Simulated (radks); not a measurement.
Ne3+, 7 electrons, occupied as [He] 2s2 2p3 (the NIST ground configuration).

Calculated with a radial shooting solver on a logarithmic mesh with Libxc functionals: scalar-relativistic Kohn-Sham, LDA (Slater exchange, VWN5 correlation), spin-polarised, spherical densities, finite nucleus; open shells are filled with parallel spins first; Fermi nuclear charge, rms radius 3.0055 fm.

Energy parts (eV):
total: -3366.110
kinetic: 3363.932
electron-nucleus: -7642.248
Hartree: 1182.060
exchange-correlation: -269.854

Orbitals (lengths in bohr, moments of r in powers of bohr; <r^-3> diverges for s and p1/2):
| orbital | occ. | eigenvalue (eV) | <r^-3> | <1/r> | <r^4> | <r> |
|---|---|---|---|---|---|---|
| 1s up | 1 | -910.1612 | - | 9.578 | 0.003006 | 0.1588 |
| 1s down | 1 | -906.0710 | - | 9.608 | 0.002950 | 0.1581 |
| 2s up | 1 | -105.7015 | - | 1.846 | 0.9930 | 0.7920 |
| 2s down | 1 | -97.6929 | - | 1.792 | 1.125 | 0.8130 |
| 2p up | 3 | -83.7389 | 16.89 | 1.754 | 0.9932 | 0.7436 |
| 2p down | 0 | -75.0486 | 15.79 | 1.695 | 1.225 | 0.7766 |
| 3s up | 0 | -28.1063 | - | 0.6102 | 56.97 | 2.312 |
| 3s down | 0 | -26.8121 | - | 0.5861 | 66.08 | 2.401 |
| 3p up | 0 | -23.0804 | 2.542 | 0.5577 | 79.81 | 2.478 |
| 3p down | 0 | -21.8688 | 2.369 | 0.5340 | 96.56 | 2.603 |

The highest occupied level is 2p up at -83.739 eV. The electron density at the nucleus is 649.7 e/bohr^3 (large components only). For comparison, the ionisation energy in NIST's Atomic Spectra Database is 97.190 eV (semi-empirical). In exact Kohn-Sham theory the highest level is minus the ionisation energy, but local and semilocal functionals leave it too shallow, through self-interaction and a potential that decays too fast; potentials with the right tail come closer. The density falls to 0.001 e/bohr^3 at r = 2.16 bohr. The spin density at the nucleus is -0.304 e/bohr^3 (1s -1.760, 2s 1.456). Spin moment in Bohr magnetons: 3. Summed over all electrons, <r^2> = 3.661 bohr^2, which gives a Langevin (diamagnetic) susceptibility term of -2.9 x 10^-6 cm^3/mol.
